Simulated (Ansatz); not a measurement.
Z-matrix (Å, degrees):
```
Si
N 1 1.748
H 1 1.483 2 111.7
H 1 1.488 2 106.7 3 118.8
H 1 1.483 2 111.7 3 -122.4
Si 2 1.716 1 128.4 3 61.1
H 2 1.010 1 115.7 3 -118.9
O 6 1.666 2 96.1 1 0.0
H 8 0.959 6 115.9 2 180.0
```

Charge 0, multiplicity 1. The bonds changed during the relaxation, so this is another structure than the one it started from.

Problem. List the CAM-B3LYP/def2-TZVPP orbital energies in eV (the Gaussian-basis code of Ansatz). (Best estimate.)

Solution. Ansatz gave: Occupied: -1801.34, -1801.02, -522.70, -391.06, -145.74, -145.55, -101.14, -101.06, -100.96, -100.90, -100.87, -100.86, -29.72, -25.23, -17.31, -16.84, -14.03, -13.34, -12.60, -12.07, -11.16, -10.80, -9.36, -8.07. Lowest empty: 0.03, 1.16, 1.46, 2.56, 2.85, 2.95, 3.37, 3.64.
